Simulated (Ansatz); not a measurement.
CsF₂⁻, relaxed as a singlet with RKS PBE0-D4/def2-TZVPD in Ansatz, starting from the GFN1-xTB geometry. Force threshold 0.02 eV/Å.

In the def2 sets Cs takes a core potential; there is no spin–orbit coupling. The structure comes from a short search, and lower isomers may exist.

Start:

```
atom    x (Å)    y (Å)    z (Å)
 Cs1   0.0010  -0.0014   0.0040
  F2  -2.1277   1.1359  -0.2117
  F3   2.1267  -1.1345   0.2077
```

(1) Estimate the energy that the relaxation releases and the steps that it takes.

(2) Does the start keep its bonding and symmetry?

(3) Predict the relaxed structure.

Results:

(1) 29.9 kJ/mol, in 13 steps; 34 s on 4 threads of Intel Xeon on a shared host. The force fell under the threshold at step 4, but the optimiser went on and released 0.017 eV more. No frequencies were taken in this run, so the end may be a saddle point.

(2) By distances, no bond broke or formed. The bond that changes most is Cs1–F3, from 2.42 to 2.62 Å (atoms count from 1). Point group D∞h at the start, C2v at the end, both within 0.05 Å.

(3) 
| atom | x (Å) | y (Å) | z (Å) |
| --- | --- | --- | --- |
| Cs1 | -0.090 | -0.073 | 0.517 |
| F2 | -2.153 | 1.209 | -0.475 |
| F3 | 2.243 | -1.136 | -0.042 |
Bond lengths: 2 × Cs–F 2.62 Å.
